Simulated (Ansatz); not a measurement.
C2H4F2OSi can be A, `O=C([SiH3])C(F)F`, or B, `C=C(F)[SiH](O)F`.

Gas-phase electronic energies from Ansatz, PBE0-D4/def2-TZVP geometries. CCSD(T)/CBS adds triple-zeta CCSD(T) − MP2 to the extrapolated MP2 energy (def2 sets, frozen cores). Functionals use def2-TZVPP. B3LYP here is the variant with VWN-RPA as its local correlation; programs differ in this. Each species was taken in one conformer, which may not be the lowest.

**Question.** Which isomer does CCSD(T)/CBS put lower? Give the gap. (An estimate is asked.)

**Answer.** Computed: B, by 364.7 kJ/mol.

**Question.** Give E(B) − E(A) in kJ/mol with B3LYP, B2PLYP, MP2/def2-TZVPP, CCSD(T)/def2-TZVPP, B3LYP-D4, ωB97M-V, PBE0-D4. (An estimate is asked.)

**Answer.** Ansatz gave: B3LYP -346.4, B2PLYP -354.4, MP2/def2-TZVPP -369.0, CCSD(T)/def2-TZVPP -351.6, B3LYP-D4 -347.7, ωB97M-V -350.9, PBE0-D4 -339.4. None reverses the order clearly.

Largest T1 diagnostic: 0.014.

From PBE to PBE0 (25 % exact exchange), in def2-TZVPP and without D4, E(B) − E(A) moves by −14.3 kJ/mol.
